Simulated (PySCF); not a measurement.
Te(I)(Me) (CH3ITe), SMILES C[Te]I. Atoms are numbered in the order given.

```xyz
6

Te     0.3827     1.2149     0.0000
I     -0.0648    -1.4983     0.0000
C     -1.7206     1.7682     0.0000
H     -1.7461     2.8681     0.0000
H     -2.1994     1.3774    -0.9054
H     -2.1994     1.3774     0.9054
```

The structure is a stationary point at B3LYP-D3(BJ)/def2-SVP. The def2 effective core potentials stand for the cores of I, Te; spin–orbit coupling is left out.

Computed with PBE0/def2-TZVPD run with PySCF.

The molecule is in vacuum.

Computed frontier levels, gap, dipole moment and polarisability:
| Item | Result |
|---|---|
| highest occupied level | -6.16 eV |
| lowest empty level | -2.79 eV |
| orbital gap | 3.37 eV |
| dipole moment | 2.06 D |
| quadrupole, principal values (traceless, Buckingham form, about the centre of nuclear charge) | -6.45, 0.07, 6.38 D·Å |
| mean static polarisability | 94.4 bohr³ (13.99 Å³) |
| polarisability, principal values | 73.8, 87.1, 122.4 bohr³ |
